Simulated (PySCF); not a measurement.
H₂OPbS, neutral, multiplicity 1. Atoms are numbered in the order given.

```xyz
5

Pb    -0.2461     0.3515     0.0000
O      1.7686     0.9905     0.0000
H      2.3929     0.2432     0.0000
S      0.2913    -2.1558     0.0000
H     -1.0183    -2.5022     0.0000
```
Charge 0, spin multiplicity 1.

The structure is a stationary point at PBE-D3(BJ)/def2-TZVP. The def2 effective core potentials stand for the cores of Pb; spin–orbit coupling is left out. Other conformers were not sampled.

Method: IEF-PCM-PBE0/def2-SVP run with PySCF.

The values are the electrostatic part of the solvation free energy, E(continuum) − E(gas) at the gas-phase geometry, in a cavity of scaled van der Waals radii (PySCF's table); cavitation and dispersion terms are not included. A continuum can't describe solvent molecules that bind to the metal. In vacuum the orbital gap is 4.81 eV. The dipole moment in vacuum is 2.81 D.

| solvent | ε | ΔG(elec) (kcal/mol) | dipole (D) | gap (eV) |
|---|---|---|---|---|
| water | 78.36 | -9.6 | 4.09 | 5.24 |
| n-hexane | 1.88 | -3.3 | 3.23 | 4.96 |
| chloroform | 4.71 | ? | ? | ? |

**Question.** Fill in the missing entries. (An estimate is asked for; the answer gives what the named calculation found.)

**Answer.** 
- chloroform, ΔG(elec) (kcal/mol): -6.7
- chloroform, dipole (D): 3.69
- chloroform, gap (eV): 5.11
